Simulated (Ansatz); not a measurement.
`CC[O][In]([F])[F]` → `C[O][In]([F])[F]` + `[CH2]` (triplet) at 400 K and 1 bar (formal loss of a carbene).

Isolated molecules relaxed with PBE0-D4/def2-TZVP in Ansatz; ΔE leaves out vibrations. CBS: MP2 limit from def2 TZ/QZ plus the TZ coupled-cluster correction, frozen cores. This one scheme is used for every species. Triplets are unrestricted, without spin–orbit coupling. Elements past krypton have def2 core potentials. For In outer-core shells are correlated without core-valence functions, which leaves a few kJ/mol of doubt a bond. One conformer a species, not always the lowest.

```csv
species,CCSD(T)/CBS energy (Eh),H − E (kJ/mol),S (J/(mol·K))
`CC[O][In]([F])[F]`,-543.74993,230.5,438.8
`C[O][In]([F])[F]`,-504.48097,150.4,412.4
`[CH2]` (triplet),-39.09499,59.0,205.7
```

H − E and S are ideal-gas, rigid-rotor, harmonic terms from PBE0-D4/def2-TZVP, for one conformer and one mirror image of each species, with the whole ground term of open shells counted as degenerate. 1 Eh = 2625.50 kJ/mol, R = 8.31446 J/(mol·K).

**Question.** By hand: ΔE, ΔH, ΔS and ΔG.

**Answer.** ΔE = (-504.48097) + (-39.09499) − (-543.74993) = 0.17397 Eh = 456.8 kJ/mol. Δ(H − E) = 150.4 + 59.0 − 230.5 = -21.1, so ΔH = 435.7 kJ/mol. ΔS = 412.4 + 205.7 − 438.8 = 179.3 J/(mol·K). ΔG = 435.7 − 400 × (179.3)/1000 = 364.0 kJ/mol.

**Question.** By hand: the equilibrium constant, and the temperature at which ΔG would vanish if ΔH and ΔS stayed fixed.

**Answer.** log₁₀ K = −ΔG/(RT ln 10) = -47.5. ΔG = 0 at ΔH/ΔS = 2430 K.

The number of gas molecules changes by +1, which sets the sign of ΔS. A doubt of 5 kJ/mol in ΔE shifts log₁₀ K by 0.7 here. Other conformers and mirror images would add mixing entropy, several J/(mol·K) or more a flexible species. Modes under 60 cm⁻¹, often nearly free rotors, make the harmonic entropy too high. A triplet takes part, so the spin changes. These are equilibria of isolated gas molecules and say nothing of rates. Largest T1 diagnostic: 0.017 (customary marks: 0.02 for closed shells, 0.045 for open ones).
